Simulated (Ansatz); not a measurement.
Consider the atomization: `C[S][Zn][S]C` → 2 C• + 6 H• + 2 S• + Zn (atom).

Isolated molecules relaxed with PBE0-D4/def2-TZVP in Ansatz; ΔE leaves out vibrations. CCSD(T)/CBS adds triple-zeta CCSD(T) − MP2 to the extrapolated MP2 energy (def2 sets, frozen cores). This one scheme is used for every species, atoms too. Open shells (•) are unrestricted, without spin–orbit coupling. Spin–orbit coupling would lower the free atoms: a little for C, S. Bonds to Zn are less sure, by a few kJ/mol each and by 10 to 20 or more in all where they break to atoms, as the def2 sets lack core-valence functions. Scalar relativity is left out up to krypton. Each species was taken in one conformer, which may not be the lowest.

`C[S][Zn][S]C`:

Cartesian coordinates in Å:
```
C 1.130 -2.161 -1.511
S -0.662 -1.841 -1.386
Zn -0.719 0.207 -0.697
S -0.800 2.260 -0.029
C -0.846 2.079 1.786
H 1.608 -1.501 -2.233
H 1.625 -2.073 -0.545
H 1.234 -3.188 -1.860
H -0.889 3.089 2.194
H -1.731 1.536 2.115
H 0.050 1.592 2.167
```

```
       species  HF/def2-QZVPP energy (Eh)
`C[S][Zn][S]C`                -2652.27432
            C•                  -37.69363
            H•                   -0.49998
            S•                 -397.51300
     Zn (atom)                -1777.84717
```

(1) Work out ΔE.

Largest T1 diagnostic among the species: 0.017.

Results:

(1) ΔE = 6 × (-0.49998) + 2 × (-37.69363) + 2 × (-397.51300) + (-1777.84717) − (-2652.27432) = 1.01401 Eh = +2662.3 kJ/mol. CCSD(T)/CBS gives +3634.4 kJ/mol.

In def2-TZVPP, CCSD(T) changes the Hartree–Fock value by +871.9 kJ/mol (the triples alone add +56.4 kJ/mol) and MP2 by +927.7 kJ/mol; breaking electron pairs costs correlation energy, which Hartree–Fock lacks. From BLYP to BHLYP (50 % exact exchange), in def2-TZVPP and without D4, ΔE moves by −36.2 kJ/mol: exact exchange takes away binding that semilocal exchange gives to molecules. The D4 term adds +38.3 kJ/mol with B3LYP and +20.1 kJ/mol with PBE0; it sums over pairs of atoms, weighted by their polarisabilities, and B3LYP, whose exchange is more repulsive, gets the larger term.

B3LYP here is the variant with VWN-RPA as its local correlation; programs differ in this.

For atomizations the MP2-based limit and the directly extrapolated one differ by several kJ/mol either way, and by 10 to 25 for some Ge, Se and Sn compounds, so smaller differences from it don't rank the levels.
